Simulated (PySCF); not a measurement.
C2H6N2OSi.

```xyz
12

C     -1.2723    -0.9743    -0.9712
Si    -0.2727     0.5404    -0.5992
N     -1.2388     1.9131    -0.3241
O      0.6103     0.1667     0.8697
C      1.3284    -0.8801     1.0200
N      1.9839    -1.8368     1.1752
H     -2.0396    -1.1349    -0.1963
H     -0.6302    -1.8695    -0.9933
H     -1.7786    -0.8871    -1.9449
H      0.7815     0.8755    -1.5882
H     -2.1063     1.8622     0.2004
H     -0.8434     2.8473    -0.2977
```
Charge 0, spin multiplicity 1.

Coordinates come from a r2SCAN-D4/def2-SVP optimisation. The structure was generated by enumeration; whether it is a known compound was not checked. The values are those of a single conformer.

Calculation: PySCF with B3LYP/pcSseg-1. Non-relativistic, no solvent.

Give the absolute GIAO shielding of each atom: isotropic value and principal components (ppm). (The exact figures need the calculation; the answer reports its results.)


| atom | σ(iso) | σ11 | σ22 | σ33 | span |
|---|---|---|---|---|---|
| C1 | 184.1 | 177.0 | 186.2 | 188.9 | 11.9 |
| Si2 | 342.3 | 316.8 | 328.4 | 381.8 | 65.0 |
| N3 | 227.1 | 209.7 | 215.7 | 255.8 | 46.2 |
| O4 | 247.9 | 193.4 | 209.8 | 340.4 | 147.0 |
| C5 | 64.7 | -48.8 | -44.8 | 287.6 | 336.3 |
| N6 | 76.3 | -68.7 | -37.1 | 334.7 | 403.4 |
| H7 | 31.0 | 27.5 | 28.5 | 37.1 | 9.6 |
| H8 | 30.5 | 25.5 | 29.1 | 36.8 | 11.3 |
| H9 | 31.2 | 26.9 | 28.1 | 38.5 | 11.6 |
| H10 | 26.6 | 23.3 | 24.7 | 31.9 | 8.6 |
| H11 | 30.1 | 23.7 | 26.7 | 40.0 | 16.3 |
| H12 | 29.9 | 23.3 | 25.4 | 41.0 | 17.7 |
